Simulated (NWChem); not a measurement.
Spin states of AlP

```xyz
2

Al     0.0000     0.0000     1.1825
P      0.0000     0.0000    -1.0249
```
Charge 0, spin multiplicity 3.

All runs are NWChem calculations. Structure: optimised with UPBE0/def2-SVP, a minimum by its harmonic frequencies.

Basis set: def2-TZVP. The gap is E(triplet) − E(singlet) at the geometry of the triplet, so a negative value puts the higher spin lower. Open shells are unrestricted, coupled cluster uses restricted open-shell references, and the singlet is the closed-shell solution. Where the lowest singlet needs several determinants, the single determinant used here isn't a pure state and places it wrongly.

The correlated methods keep 10 core orbitals frozen. B3LYP has NWChem's definition, with VWN1-RPA local correlation. This spin state was chosen for the runs; another may lie lower. The structure started from a generated list of species. The unpaired electrons of the parent sit in orbitals of symmetry a1 and b2 (C2v labels of the run); other states weren't searched. The stability of the SCF solutions was not checked. Open-shell Hartree-Fock references start from PBE0 orbitals. No row is a measurement; the coupled-cluster row has its own basis-set and correlation limits.

One of these methods gave a vertical singlet-triplet gap of -21.1 kcal/mol. Which?
A. HF
B. B3LYP
C. CCSD(T)
D. CR-CCSD(T)

B, B3LYP. The others give -14.5 (CCSD(T)), -16.3 (CR-CCSD(T)), -45.0 (HF).
